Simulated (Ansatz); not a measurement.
A made-up structure of InNH3, doublet:

| atom | x (Å) | y (Å) | z (Å) |
| --- | --- | --- | --- |
| N1 | 0.8407 | -1.1421 | 0.3649 |
| In2 | -0.2583 | 0.4549 | -0.3329 |
| H3 | 0.6654 | -1.3996 | 1.3412 |
| H4 | -1.7296 | 0.0848 | -1.1387 |
| H5 | 1.5327 | -1.8800 | 0.2347 |

It is relaxed with PBE-D4/def2-SVP and then PBE0-D4/def2-TZVP (Ansatz 0.2.0). Atoms count as bonded within 1.22 times the sum of their covalent radii (H–H: 0.88 Å). The end point is not checked to be a true minimum.

**Question.** Does its bonding change? (Judge from chemistry; the calculation decides.)

**Answer.** By the calculation: No: no bond forms or breaks.

Where it ends: The first stage lowers the energy by 0.56 eV in 16 steps. It ends as InNH₃ ([NH2][InH]):
```tsv
atom	x (Å)	y (Å)	z (Å)
N1	0.7796	-1.3217	0.3567
In2	-0.0556	0.0800	-0.8606
H3	0.3397	-1.5567	1.2356
H4	-1.7943	0.3157	-0.7056
H5	1.7815	-1.3993	0.4431
```

Labels in which every atom is bracketed show which atoms are joined, not bond orders.

For scale, one of the runs: PBE0-D4/def2-TZVP relaxation, 99 basis functions, launched by `ansatz run in.yaml --threads 2 --pin off --events-out ev --progress --plain --max-ram 4352MiB`. Hardware: 2 CPU threads of an Arm Neoverse N1, shared host. Wall time about 31 s.
